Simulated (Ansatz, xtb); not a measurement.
# Al2F2H2N: which of two isomers lies lower

Structure I: `[F][Al][NH][AlH][F]`, a doublet. Structure II: `[F][Al]([F])[NH][AlH]`, a doublet. Both are isolated molecules in the gas phase, relaxed with PBE0-D3(BJ)/def2-SVP; the shapes shown needn't be the lowest conformers.

I (Å):

```xyz
7

Al   -1.6372    0.6571   -0.4545
Al    1.2767   -0.2309    0.6641
F    -2.2540    0.7614    1.0948
F     2.8070   -0.6497    0.1521
N     0.0818    0.1713   -0.6017
H     0.4297    0.1154   -1.5597
H     0.9619   -0.2093    2.2019
```

II (Å):

```yaml
atoms:
  - { symbol: Al, position_ang: [-0.9671, 0.5172, -0.3838] }
  - { symbol: Al, position_ang: [-2.1888, 3.3006, 0.7454] }
  - { symbol: F, position_ang: [-1.2746, -1.0310, -0.8811] }
  - { symbol: F, position_ang: [0.6030, 1.0361, -0.4117] }
  - { symbol: N, position_ang: [-2.2594, 1.5929, 0.1614] }
  - { symbol: H, position_ang: [-3.1960, 1.1847, 0.1436] }
  - { symbol: H, position_ang: [-3.5956, 3.9623, 1.1616] }
```

Question: Estimate E(II) − E(I) at the level CCSD(T)/def2-SVP + ΔMP2/def2-TZVPP.

Answer: Calculated at CCSD(T)/def2-SVP + ΔMP2/def2-TZVPP: E(II) − E(I) = +2.3 kcal/mol, so structure I lies lower.

How the difference moves with the method:

```
                             level              geometry  E(II) − E(I) (kcal/mol)  departure from the last row (kcal/mol)  job, with rough time for the two
              PBE0-D3(BJ)/def2-SVP  PBE0-D3(BJ)/def2-SVP                      +1.8                                    −0.4                optimisation, 77 s
                       HF/def2-SVP  PBE0-D3(BJ)/def2-SVP                      +1.2                                    −1.0           part of the CCSD(T) run
                      MP2/def2-SVP  PBE0-D3(BJ)/def2-SVP                      +1.5                                    −0.8           part of the CCSD(T) run
                  CCSD(T)/def2-SVP  PBE0-D3(BJ)/def2-SVP                      +1.1                                    −1.1                      single point
CCSD(T)/def2-SVP + ΔMP2/def2-TZVPP  PBE0-D3(BJ)/def2-SVP                      +2.3                                                        single point, 48 s
```

As drawn, both hold the same kinds of bond in the same numbers.

None of the levels shown reverses the order. The largest departure from CCSD(T)/def2-SVP + ΔMP2/def2-TZVPP is that of CCSD(T)/def2-SVP, 1.1 kcal/mol. Levels run at GFN2-xTB geometries aren't shown. The last row adds to CCSD(T) the change of the MP2 difference between the two basis sets, here +1.1 kcal/mol.

With harmonic frequencies from PBE0-D3(BJ)/def2-SVP (ideal gas, rigid rotor, one conformer each, 298.15 K, 1 atm): the zero-point term adds −0.5 kcal/mol; ΔH is +1.8 and ΔG +2.1 kcal/mol.

Open shells are spin-unrestricted. The correlated steps freeze 13 core orbitals. Run with Ansatz 0.2.0; the last row on 2 threads of Intel(R) Xeon(R) Platinum 8259CL CPU @ 2.50GHz (Skylake/Cascade Lake) on a shared host.
